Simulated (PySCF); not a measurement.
methylselanylethene (C3H6Se), SMILES C=C[Se]C.

Geometry optimised at B3LYP-D3(BJ)/def2-SVP. Other conformers were not sampled.

These are PBE/def2-TZVP (PySCF) values and carry that method's errors.

Isolated molecule, no solvent.

The total energy comes out as -2518.96935 hartree and the highest occupied level is -4.98 eV. The lowest empty level is -1.09 eV, the orbital gap comes out as 3.89 eV and the dipole moment is 1.38 D. The quadrupole, principal values (traceless, Buckingham form, about the centre of nuclear charge) is -5.77, 0.87, 4.90 D·Å, the mean static polarisability is 67.0 bohr³ (9.92 Å³) and the polarisability, principal values is 45.5, 59.8, 95.6 bohr³.
